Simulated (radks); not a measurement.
Q: Coherent X-ray form factor from a spherical all-electron density. Calculated with a radial shooting solver on a logarithmic mesh with Libxc functionals: Dirac Kohn-Sham, LDA (Slater exchange, Perdew-Wang correlation), spin-unpolarised, spherical densities, finite nucleus; Fermi nuclear charge, rms radius of each element as measured or else 0.836 A^(1/3) + 0.57 fm.

sin(theta)/lambda (1/angstrom),f0 (electrons)
0.05,22.591
0.1,21.490
0.15,19.968
0.2,18.277
0.25,16.584
0.3,14.984
0.4,12.249
0.5,10.208
0.6,8.783
0.8,7.126
1,6.161
1.25,5.158
1.5,4.212
2,2.725

The species is in the configuration that NIST lists as its ground one. Which atom or ion scatters so?

A: The chromium ion Cr+, [Ar] 3d5. Extrapolating in s^2 from the first two rows gives f0(0) = 23.0, near the electron count 23; among species with that count, the fall with angle is slower the higher Z, and the table is that of Z = 24; from so few rows the species is fixed only to a neighbour or two.
